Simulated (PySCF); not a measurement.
Species: C₄H₆ClFSi.
SMILES with atom numbers: `[CH:1]#[C:2][CH2:3][SiH2:4][C@@H:5]([F:6])[Cl:7]` (hydrogens: H8 on C1; H9, H10 on C3; H11, H12 on Si4; H13 on C5)

Cartesian coordinates in Å at the GFN2-xTB level; atoms count from 1:
```
atom  x, y, z in Å
C1     1.5307    2.0704    0.8517
C2     1.4515    0.9913    0.3394
C3     1.3384   -0.3136   -0.2713
Si4   -0.2927   -1.1773    0.2250
C5    -1.7054   -0.0427   -0.4475
F6    -1.6326    0.0609   -1.8086
Cl7   -3.2860   -0.7590   -0.0323
H8     1.6245    3.0199    1.2868
H9     1.3839   -0.1964   -1.3575
H10    2.1953   -0.9194    0.0282
H11   -0.4220   -2.4700   -0.4443
H12   -0.4812   -1.2436    1.6726
H13   -1.7087    0.9799   -0.0600
```

Computed at PBE0/pcSseg-1 (PySCF, non-relativistic), with Q(35Cl) = −0.0817 b: Cl7, 35Cl (I = 3/2): χzz = -72.73 MHz, η = 0.086.

(1) Find the zero-field quadrupole resonance frequencies of 35Cl at Cl7.

(2) Apply the simplest Townes–Dailey estimate (no s hybridisation, no π bonding), ionic character = 1 − χzz/χ0, where χ0 is the coupling for one missing p electron along the bond: −109.74 MHz for 35Cl.

Answers

(1) From ν = (|χ|/2)√(1 + η²/3): ν = 36.41 MHz (chlorine on a fluorinated carbon). For 37Cl the ratio of quadrupole moments, 0.7881, gives 28.70 MHz.

(2) Cl7 on C5: 1 − (-72.73)/(-109.74) = 0.34. In this model a purely covalent bond gives χ0 and a free halide ion gives zero; s hybridisation or π bonding, where present, is counted here as ionic character.

In a crystal, neighbours and librations shift these lines. Isolated species at its GFN2-xTB geometry (one conformer only). GFN2-xTB bond lengths can be off by several hundredths of an ångström, more for odd bonds, and the gradients follow them. The basis is small and wasn't made for field gradients, so the couplings can be 20 % off.
